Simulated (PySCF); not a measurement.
## Polarisability and C₆ of Rh³⁶⁺ (rhodium, charge +36)

[He] 2s2 2p5, 2P determinant. All numbers are calculated (PySCF 2.14, the spin-free X2C one-electron Hamiltonian (Gaussian nucleus), in an even-tempered Gaussian basis (19 s from 13 bohr⁻², ratio 2.2; 12 p from 17 bohr⁻², ratio 2.2; 6 d from 75 bohr⁻², ratio 2.4; 5 f from 110 bohr⁻², ratio 2.4; 4 g from 170 bohr⁻², ratio 2.4)). Coupled (time-dependent) response in atomic units; α is the mean over directions.

```csv
method,mean α (bohr³),"α xx, yy, zz",C₆ (like pair),S(−4)
UHF,0.0005222,"0.001015, 0.0002759, 0.0002759",1.195e-05,1.602e-06
PBE0,0.0005258,"0.001023, 0.0002771, 0.0002771",1.194e-05,1.758e-06
```

S(−4) is the Cauchy moment in α(ω) = α(0) + S(−4) ω² + …

Spin-orbit coupling is absent.

α(iu) at UHF:

```tsv
u (hartree)	α(iu) (bohr³)
0	0.0005222
6.00	0.0004751
12.0	0.0004005
24.0	0.0003182
36.0	0.0002841
48.0	0.0002635
60.0	0.0002470
90.0	0.0002103
120	0.0001771
180	0.0001238
300	6.427e-05
```

For an ion, C₆ is the dispersion term alone; charge-induced terms of lower order in 1/R come first.

The components differ because the open shell of this determinant is not spherical; for a pure term their mean is the scalar polarisability.

Spin-orbit coupling, absent here, splits the open shell strongly.
